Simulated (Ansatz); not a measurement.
`P[SiH]1CS1` + `C[O][AlH2]` → `[AlH2][O]P` + `C[SiH]1CS1` at 298.15 K and 1 bar (redistribution).

Calculated with Ansatz (gas phase, PBE0-D4/def2-TZVP geometries, no zero-point term in ΔE). CBS: MP2 limit from def2 TZ/QZ plus the TZ coupled-cluster correction, frozen cores. One conformer a species, not always the lowest.

```tsv
species	CCSD(T)/CBS energy (Eh)	H − E (kJ/mol)	S (J/(mol·K))
`P[SiH]1CS1`	-1068.85395	163.4	331.3
`C[O][AlH2]`	-358.26893	161.5	296.6
`[AlH2][O]P`	-660.56673	110.4	320.0
`C[SiH]1CS1`	-766.58382	211.5	316.4
```

H − E and S are ideal-gas, rigid-rotor, harmonic terms from PBE0-D4/def2-TZVP, for one conformer and one mirror image of each species. 1 Eh = 2625.50 kJ/mol, R = 8.31446 J/(mol·K).

Problem. By hand: ΔE, ΔH, ΔS and ΔG.

Solution. ΔE = (-660.56673) + (-766.58382) − (-1068.85395) − (-358.26893) = -0.02767 Eh = -72.6 kJ/mol. Δ(H − E) = 110.4 + 211.5 − 163.4 − 161.5 = -3.0, so ΔH = -75.6 kJ/mol. ΔS = 320.0 + 316.4 − 331.3 − 296.6 = 8.5 J/(mol·K). ΔG = -75.6 − 298.15 × (8.5)/1000 = -78.1 kJ/mol.

Problem. By hand: the equilibrium constant, and the temperature at which ΔG would vanish if ΔH and ΔS stayed fixed.

Solution. log₁₀ K = −ΔG/(RT ln 10) = 13.7. ΔH and −TΔS have one sign here, so there is no such temperature.

The number of gas molecules stays the same, so ΔS is small and ΔH decides. A doubt of 5 kJ/mol in ΔE shifts log₁₀ K by 0.9 here. Other conformers and mirror images would add mixing entropy, several J/(mol·K) or more a flexible species. Modes under 60 cm⁻¹, often nearly free rotors, make the harmonic entropy too high. These are equilibria of isolated gas molecules and say nothing of rates. Largest T1 diagnostic: 0.014 (customary marks: 0.02 for closed shells, 0.045 for open ones).

ΔS is within the doubt of such terms, so its sign, and with it that verdict, could turn.
